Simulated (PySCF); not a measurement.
Zr(O)2 anion (O2Zr), SMILES [O]=[Zr]=[O] (connectivity only; charge and spin as stated), charge -1, multiplicity 2.

Geometry optimised at B3LYP-D3(BJ)/def2-TZVPD. The multiplicity is an assumed one; other spin states were not compared. The isomer is the one that the SMILES or the coordinates give; other isomers of the formula were not compared. The def2 effective core potentials stand for the cores of Zr; spin–orbit coupling is left out.

All values below come from PBE0/def2-TZVPD in PySCF.

```
Item                                                                 Result
------------------------------------------------  -------------------------
total energy                                             -197.50044 hartree
point group                                                             C2v
α spin, highest occupied and lowest empty level           -0.25 and 2.37 eV
β spin, highest occupied and lowest empty level           -1.93 and 2.06 eV
dipole moment about the centre of nuclear charge                     2.83 D
mean static polarisability                           151.0 bohr³ (22.37 Å³)
polarisability, principal values                  118.9, 139.1, 195.0 bohr³
⟨S²⟩                                                0.754 (pure state 0.75)
```
